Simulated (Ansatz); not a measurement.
Geometry optimisation, RHF/def2-SVP (Ansatz 0.2.0).

The input (input.yaml):

```yaml
crystal:
  periodic: [false, false, false]
  atoms:
    - { symbol: Sn, position_ang: [-0.083965, -0.190562, -0.119213] }
    - { symbol: H, position_ang: [-0.116438, 0.06695, 1.588204] }
    - { symbol: H, position_ang: [1.490374, -0.075592, -0.737022] }
    - { symbol: Cl, position_ang: [-1.395525, 1.53249, -1.056132] }
    - { symbol: H, position_ang: [-0.873767, -1.639147, -0.543528] }
    - { symbol: Cl, position_ang: [1.495961, 2.494888, 1.716963] }
    - { symbol: H, position_ang: [0.594661, 1.671972, 2.225527] }
basis:
  gaussian: { orbitals: def2-SVP }
hamiltonian:
  xc: hf
relax:
  f_tol: 0.03
  max_steps: 50
```

Run as:

```bash
$ ansatz run input.yaml --threads 1 --pin off --max-ram 2048MiB --backend cpu --events-out ev --progress --plain --runs-dir out
```

Where does it end, and by what steps?

It converged. The force dipped under the threshold on the way, but the program's further checks kept it going. After 23 steps the energy has fallen by 0.324 eV; H7 moved furthest, 1.31 Å.

| step | energy less start (eV) | largest force component (eV/Å) | accepted |
| --- | --- | --- | --- |
| 0 | 0.0000 | 1.191 | yes |
| 1 | -0.1401 | 0.485 | yes |
| 2 | -0.1647 | 0.624 | yes |
| 3 | -0.2044 | 0.061 | yes |
| 4 | -0.2141 | 0.062 | yes |
| 5 | -0.1900 | 1.199 | no |
| 6 | -0.2203 | 0.042 | yes |
| 7 | -0.2251 | 0.062 | yes |
| 8 | -0.2176 | 0.806 | no |
| 9 | -0.2284 | 0.052 | yes |
| 10 | -0.2310 | 0.174 | yes |
| 11 | -0.2312 | 0.403 | yes |
| 12 | -0.2353 | 0.286 | yes |
| 13 | -0.2432 | 0.292 | yes |
| 14 | -0.2492 | 0.298 | yes |
| 15 | -0.2829 | 0.128 | yes |
| 16 | -0.2879 | 0.081 | yes |
| 17 | -0.2874 | 1.071 | no |
| 18 | -0.2985 | 0.065 | yes |
| 19 | -0.3068 | 0.342 | yes |
| 20 | -0.3127 | 0.546 | yes |
| 21 | -0.3232 | 0.019 | yes |
| 22 | -0.3221 | 0.039 | no |
| 23 | -0.3237 | 0.012 | yes |

```xyz
7
Properties=species:S:1:pos:R:3
Sn -0.104 -0.470 -0.117
H -0.143 -0.937 1.514
H 1.463 -0.231 -0.723
Cl -1.180 1.654 -0.224
H -1.043 -1.481 -1.110
Cl 1.576 2.561 2.226
H 0.541 2.765 1.510
```

Whether the end is a true minimum wasn't checked by a vibrational analysis.

Run time: 43 s on 1 thread of Intel(R) Xeon(R) Platinum 8375C CPU @ 2.90GHz (Ice Lake), with other jobs on the host, peak memory 0.18 GiB.
